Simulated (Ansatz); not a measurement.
`CO[SiH](C)N` + SiH₄ → `CO[SiH](N)[SiH3]` + CH₄  (formal exchange of groups at the Si–C bond)

Isolated molecules relaxed with PBE0-D4/def2-TZVP in Ansatz; ΔE leaves out vibrations. CCSD(T)/CBS is the MP2 limit (def2-TZVPP, def2-QZVPP) plus CCSD(T) − MP2 in def2-TZVPP, frozen cores. This one scheme is used for every species. One conformer a species, not always the lowest.

`CO[SiH](C)N`:

```xyz
14

C    -0.584   -1.402   -1.327
O    -1.248   -0.388   -0.618
Si   -0.466    0.726    0.314
C     0.441   -0.099    1.717
N     0.682    1.671   -0.530
H    -0.163   -2.157   -0.653
H     0.228   -0.999   -1.946
H    -1.303   -1.895   -1.984
H    -1.580    1.589    0.772
H    -0.227   -0.767    2.266
H     0.832    0.643    2.417
H     1.284   -0.696    1.355
H     0.436    2.303   -1.272
H     1.667    1.471   -0.513
```

SiH₄:

```xyz
5

Si    0.000    0.000    0.000
H     0.533    1.128    0.804
H    -1.307   -0.430    0.557
H     0.955   -1.136    0.046
H    -0.181    0.438   -1.407
```

`CO[SiH](N)[SiH3]`:

```xyz
14

C     0.089    0.947    1.843
O     1.113    0.590    0.948
Si    0.820    0.028   -0.575
N     0.064    1.116   -1.656
Si   -0.586   -1.854   -0.505
H     0.543    1.215    2.799
H    -0.484    1.807    1.478
H    -0.607    0.116    2.017
H     2.182   -0.259   -1.085
H    -0.935    1.205   -1.722
H     0.541    1.912   -2.047
H    -0.375   -2.704   -1.708
H    -0.348   -2.686    0.706
H    -2.018   -1.433   -0.494
```

CH₄:

Cartesian coordinates in Å:
```
C 0.000 0.000 0.000
H -0.272 1.010 0.304
H -0.444 -0.718 0.688
H 1.085 -0.104 0.016
H -0.368 -0.188 -1.008
```

Question: Is it downhill or uphill in electronic energy at CCSD(T)/CBS, and by how much? (An estimate is asked.)

Answer: Ansatz gave: Uphill: ΔE = +7.4 kJ/mol.

Question: What do these levels give: MP2/def2-TZVPP, SCS-MP2/def2-TZVPP, CCSD(T)/def2-TZVPP, MP2/def2-QZVPP, MP2/CBS(def2), CCSD/CBS(def2)? (Best estimate.)

Answer: The calculation gave: MP2/def2-TZVPP 13.0, SCS-MP2/def2-TZVPP 14.0, CCSD(T)/def2-TZVPP 8.5, MP2/def2-QZVPP 12.6, MP2/CBS(def2) 12.0, CCSD/CBS(def2) 9.5 kJ/mol.

Largest T1 diagnostic among the species: 0.012.

From PBE to PBE0 (25 % exact exchange), in def2-TZVPP and without D4, ΔE moves by +5.6 kJ/mol. In def2-TZVPP, CCSD(T) changes the Hartree–Fock value by −10.3 kJ/mol (the triples alone add −2.1 kJ/mol) and MP2 by −5.8 kJ/mol.
